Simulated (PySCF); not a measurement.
## A small calculation by hand: chemical shift, span and skew from a shielding tensor

C₄H₆BFO, SMILES CB1CO/C1=C\F. Atoms are numbered in the order given.

```xyz
13

C     -2.1753    -1.3026    -0.7443
B     -1.1971    -0.2204    -0.2117
C     -1.2898     1.2765     0.3507
O      0.1725     1.2806     0.5092
C      0.3181    -0.0107     0.0331
C      1.4659    -0.6986    -0.1034
F      2.6626    -0.2051     0.2151
H     -2.6816    -0.9232    -1.6516
H     -2.9831    -1.4872    -0.0135
H     -1.6993    -2.2627    -0.9931
H     -1.7896     1.4349     1.3225
H     -1.6113     2.0732    -0.3428
H      1.4935    -1.7206    -0.4893
```
Charge 0, spin multiplicity 1.

Coordinates come from a B3LYP-D3(BJ)/def2-SVP optimisation. The structure was generated by enumeration; whether it is a known compound was not checked.

GIAO shieldings from KT2/pcSseg-1 (PySCF), non-relativistic, no solvent. The symmetric part of the tensor of C6 has the principal values -19.3, 74.8, 83.1 ppm. The same nucleus in TMS has σ = 185.1 ppm at this level (PySCF, at its B3LYP-D3(BJ)/def2-TZVP geometry).

Q: Work out the isotropic shielding, the ¹³C shift against TMS, the span and the skew.

A: 
σ(iso) = (σ11 + σ22 + σ33)/3 = 46.2 ppm. δ = σ(ref) − σ(iso) = 185.1 − (46.2) = 138.9 ppm.
Span Ω = σ33 − σ11 = 102.4 ppm. Skew κ = 3(σ(iso) − σ22)/Ω = -0.84. Tumbling in solution averages the tensor to δ; in a static solid the shielding alone would spread this spin-1/2 line over Ω.
